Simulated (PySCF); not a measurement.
Structure with atom numbers: `[F:1][c:2]1[cH:3][cH:4][c:5]2[cH:6][cH:7][nH:8][c:9]2[cH:10]1` (H(Xn): hydrogen on atom n).

Geometry: GFN2-xTB; GIAO absolute shieldings from PySCF 2.14, gas phase, non-relativistic, averaged over equivalent atoms.

At wB97X/3-21G (102 basis functions, 10 s wall time on 1 thread of an Intel Xeon 6975P-C, shared host):
```json
{"atoms": "F1", "σ (ppm)": "331.9"}
{"atoms": "C2", "σ (ppm)": "62.5"}
{"atoms": "C9", "σ (ppm)": "89.9"}
{"atoms": "C4", "σ (ppm)": "98.5"}
{"atoms": "C7", "σ (ppm)": "98.7"}
{"atoms": "C5", "σ (ppm)": "99.0"}
{"atoms": "C3", "σ (ppm)": "109.3"}
{"atoms": "C6", "σ (ppm)": "116.3"}
{"atoms": "C10", "σ (ppm)": "120.1"}
{"atoms": "N8", "σ (ppm)": "163.2"}
{"atoms": "H(C4)", "σ (ppm)": "25.71"}
{"atoms": "H(C7)", "σ (ppm)": "26.43"}
{"atoms": "H(C3)", "σ (ppm)": "26.59"}
{"atoms": "H(C10)", "σ (ppm)": "26.86"}
{"atoms": "H(C6)", "σ (ppm)": "26.92"}
{"atoms": "H(N8)", "σ (ppm)": "27.00"}
```

**Question.** Predict the values at PBE0/6-31G on the same geometry.

**Answer.** 
```
 atoms  σ at PBE0/6-31G  change
    F1            305.3   -26.6
    C2             44.0   -18.5
    C9             72.3   -17.6
    C4             83.3   -15.2
    C7             82.6   -16.1
    C5             79.9   -19.1
    C3             93.4   -15.9
    C6             99.6   -16.7
   C10            105.2   -14.9
    N8            141.6   -21.6
 H(C4)            25.39   -0.32
 H(C7)            26.16   -0.27
 H(C3)            26.09   -0.50
H(C10)            26.24   -0.62
 H(C6)            26.52   -0.40
 H(N8)            26.22   -0.78
```

The largest change is at F1 (aryl fluorine). Cost: 102 basis functions, 13 s wall time on 1 thread of an Intel Xeon 6975P-C, shared host. The order of the carbon signals changes between the two levels.
